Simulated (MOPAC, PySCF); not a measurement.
C₂H₅N, SMILES `[H]/N=C\C`, neutral singlet in the gas phase. 

Cartesian coordinates (Å):
```xyz
8

C     -0.7785    -0.2458    -0.0759
C      0.4532     0.5704     0.1377
N      1.6558     0.1879     0.0887
H     -1.4162    -0.2089     0.8125
H     -0.5374    -1.2875    -0.2964
H     -1.3668     0.1654    -0.9018
H      0.2838     1.6289     0.3634
H      1.7061    -0.8103    -0.1282
```
Charge 0, spin multiplicity 1.

All levels are single points at this geometry (PBE0-D3(BJ)/def2-TZVP); Pople sets use spherical d functions. Orbital energies aren't observables, and empty levels follow the basis.

PM7 in MOPAC gives gap (eV) = 11.50.

Q: Estimate the gap (eV) from each of these levels: PBE-D3(BJ)/def2-TZVP in PySCF; PBE0-D3(BJ)/def2-TZVP in PySCF; ωB97X-D3(BJ)/def2-TZVP in PySCF; B3LYP/6-311+G** in PySCF; B3LYP/6-31G* in PySCF; BP86/6-31G* in PySCF; M06-2X/6-31G* in PySCF; PBE/6-31G* in PySCF; SVWN5/6-31G* in PySCF; HF/3-21G in PySCF; HF/6-31G* in PySCF; PM6 in MOPAC.

A: 
```
level                            gap (eV)
-------------------------------  --------
PBE-D3(BJ)/def2-TZVP in PySCF        4.88
PBE0-D3(BJ)/def2-TZVP in PySCF       7.60
ωB97X-D3(BJ)/def2-TZVP in PySCF     12.50
B3LYP/6-311+G** in PySCF             7.00
B3LYP/6-31G* in PySCF                7.22
BP86/6-31G* in PySCF                 4.97
M06-2X/6-31G* in PySCF              10.33
PBE/6-31G* in PySCF                  4.95
SVWN5/6-31G* in PySCF                4.79
HF/3-21G in PySCF                   16.01
HF/6-31G* in PySCF                  16.15
PM6 in MOPAC                        11.41
```
